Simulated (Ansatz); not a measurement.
Bond stretch in HF (cation, charge +1), doublet.

Calculation: full CI/cc-pVDZ, frozen core run with Ansatz (an electronic-structure program).

Problem. Relative to R = 1.01 Å, what are the energies at R = 1.11, 2.19, 2.49, 4.03 Å?

Solution. 0.139 eV at 1.11 Å, 3.181 eV at 2.19 Å, 3.482 eV at 2.49 Å, 3.779 eV at 4.03 Å.
